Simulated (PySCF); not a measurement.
Radial density of Ar (argon, neutral)

B2PLYP, [Ar], closed-shell 1S. All numbers are calculated (PySCF 2.14, no relativity, point nucleus, in aug-cc-pV(T+d)Z with one added diffuse shell each of s, p, d, f type (7s6p5d3f, 71 functions)).

```
r (bohr)  4πr²ρ (e/bohr)
 0.00174          0.1365
 0.00292          0.3703
 0.00491          0.9748
 0.00826           2.446
  0.0139           5.652
  0.0234           11.39
  0.0393           18.33
  0.0661           20.65
   0.111           15.73
   0.187           16.41
   0.315           20.93
   0.529           9.719
   0.890           4.662
    1.50           5.158
    2.52           1.357
    4.24         0.07856
    7.13       0.0002507
```
